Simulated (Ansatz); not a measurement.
`C[O][W](=[O])(=[O])[F]` + H₂O → `[O]=[W](=[O])([OH])[F]` + CH₃OH at 298.15 K and 1 bar (formal hydrolysis of a W–O bond).

Computed with Ansatz on PBE0-D4/def2-TZVP structures; ΔE is electronic, products minus reactants. CCSD(T)/CBS adds triple-zeta CCSD(T) − MP2 to the extrapolated MP2 energy (def2 sets, frozen cores). This one scheme is used for every species. def2 core potentials past Kr. For W outer-core shells are correlated without core-valence functions, which leaves a few kJ/mol of doubt a bond. One conformer a species, not always the lowest.

| species | CCSD(T)/CBS energy (Eh) | H − E (kJ/mol) | S (J/(mol·K)) |
| --- | --- | --- | --- |
| `C[O][W](=[O])(=[O])[F]` | -432.30984 | 156.3 | 387.5 |
| H₂O | -76.37941 | 66.4 | 188.7 |
| `[O]=[W](=[O])([OH])[F]` | -393.06556 | 76.1 | 335.4 |
| CH₃OH | -115.61712 | 146.3 | 238.2 |

H − E and S are ideal-gas, rigid-rotor, harmonic terms from PBE0-D4/def2-TZVP, for one conformer and one mirror image of each species. 1 Eh = 2625.50 kJ/mol, R = 8.31446 J/(mol·K).

Q: By hand: ΔE, ΔH, ΔS and ΔG.

A: ΔE = (-393.06556) + (-115.61712) − (-432.30984) − (-76.37941) = 0.00657 Eh = 17.2 kJ/mol. Δ(H − E) = 76.1 + 146.3 − 156.3 − 66.4 = -0.3, so ΔH = 16.9 kJ/mol. ΔS = 335.4 + 238.2 − 387.5 − 188.7 = -2.6 J/(mol·K). ΔG = 16.9 − 298.15 × (-2.6)/1000 = 17.7 kJ/mol.

Q: By hand: the equilibrium constant, and the temperature at which ΔG would vanish if ΔH and ΔS stayed fixed.

A: log₁₀ K = −ΔG/(RT ln 10) = -3.1. ΔH and −TΔS have one sign here, so there is no such temperature.

The number of gas molecules stays the same, so ΔS is small and ΔH decides. A doubt of 5 kJ/mol in ΔE shifts log₁₀ K by 0.9 here. Other conformers and mirror images would add mixing entropy, several J/(mol·K) or more a flexible species. Modes under 60 cm⁻¹, often nearly free rotors, make the harmonic entropy too high. These are equilibria of isolated gas molecules and say nothing of rates. Largest T1 diagnostic: 0.023 (customary marks: 0.02 for closed shells, 0.045 for open ones).

ΔS is within the doubt of such terms, so its sign, and with it that verdict, could turn.
